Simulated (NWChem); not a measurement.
Species: C3H7NSi; SMILES C1[SiH2]NCC=1

```xyz
12

C      0.7841     1.2671     0.0000
C      1.3676     0.0577     0.0000
Si     0.0248    -1.2371     0.0000
N     -1.2129    -0.0222     0.0000
C     -0.7153     1.3310     0.0000
H      1.3431     2.2108     0.0000
H      2.4545    -0.0560     0.0000
H      0.0233    -2.1470     1.1948
H      0.0233    -2.1470    -1.1948
H     -2.2145    -0.1473     0.0000
H     -1.0521     1.9130    -0.8841
H     -1.0521     1.9130     0.8841
```
Atoms are numbered in this order, from 1.

All runs use the structure optimised with PBE0/def2-SVP. No frequency run checked for a minimum.

Symmetry labels are those of Cs in the frame above (b1 and b2, or b-type labels, depend on it).

### Question
List the 6 lowest vertical singlet excitations from Hartree-Fock/6-31G* (spherical d), CIS (NWChem).

### Answer
```tsv
state	energy (eV)	oscillator strength	symmetry	leading excitation (squared amplitude)
S1	7.53	0.008	a"	HOMO → LUMO (0.58)
S2	7.86	0.539	a'	HOMO → LUMO+1 (0.61)
S3	8.29	0.009	a"	HOMO−2 → LUMO+1 (0.81)
S4	8.66	0.001	a"	HOMO → LUMO (0.29)
S5	8.85	0.039	a'	HOMO−1 → LUMO+1 (0.65)
S6	9.01	0.024	a"	HOMO → LUMO+2 (0.33)
```
